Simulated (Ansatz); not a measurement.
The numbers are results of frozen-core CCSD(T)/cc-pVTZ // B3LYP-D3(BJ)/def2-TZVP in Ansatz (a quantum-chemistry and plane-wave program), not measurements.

Ansatz 0.2 input:
```yaml
crystal:
  periodic: [false, false, false]
  atoms:
    - { symbol: O, position_ang: [1.04088, -0.462673, 0.91423] }
    - { symbol: Al, position_ang: [-0.216643, -0.027877, -0.13112] }
    - { symbol: S, position_ang: [-0.370784, 1.903339, -1.146284] }
    - { symbol: S, position_ang: [-1.793597, -1.483717, -0.496901] }
    - { symbol: H, position_ang: [1.791609, 0.079467, 1.155982] }
    - { symbol: H, position_ang: [0.764496, 2.382557, -0.607574] }
    - { symbol: H, position_ang: [-1.215962, -2.391097, 0.311665] }
basis:
  gaussian: { orbitals: cc-pVTZ }
correlation:
  method: ccsd_t
```

Output:

```
Functional definition: HF
1017 factors; integrals over basis functions are off by at most 9.3e-4 eV
mean field evaluation 1: about -30305.1850 eV, gradient 4.0e1 eV
mean field evaluation 2: about -30305.3671 eV, gradient 4.1e1 eV
mean field evaluation 4: about -30308.7654 eV, gradient 3.1e0 eV
mean field evaluation 8: about -30308.8291 eV, gradient 2.9e-1 eV
mean field evaluation 16: about -30308.8297 eV, gradient 2.1e-6 eV
mean field -30308.82973943 eV, -1113.8289488615 hartree, gradient 2.1e-6 eV, S^2 0.000000; 0 other end points of the search recorded, 0 dependent functions left out
16 core orbitals not correlated
reference -30308.82973943 eV, -1113.8289488615 hartree; 12, 12 occupied and 146, 146 virtual orbitals, 1017 factors
second order -18.19974912 eV of doubles, -0.00000000 eV of singles
cycle   1  -18.77834073 eV  change   -5.8e-1 eV  update   9.0e-2
cycle   2  -19.19809521 eV  change   -4.2e-1 eV  update   2.7e-2
cycle   3  -19.28707432 eV  change   -8.9e-2 eV  update   1.4e-2
cycle   4  -19.27872944 eV  change    8.3e-3 eV  update   3.3e-3
cycle   5  -19.27746778 eV  change    1.3e-3 eV  update   1.4e-3
cycle   6  -19.27746246 eV  change    5.3e-6 eV  update   3.9e-4
cycle   7  -19.27719267 eV  change    2.7e-4 eV  update   1.4e-4
cycle   8  -19.27721113 eV  change   -1.8e-5 eV  update   3.7e-5
cycle   9  -19.27722320 eV  change   -1.2e-5 eV  update   1.3e-5
perturbative correction -0.80276971 eV, -0.0295012429 hartree
Total energy: -30328.90973235 eV, -1114.5668749904 hartree
```

Cost: around 40 core-seconds (rough).
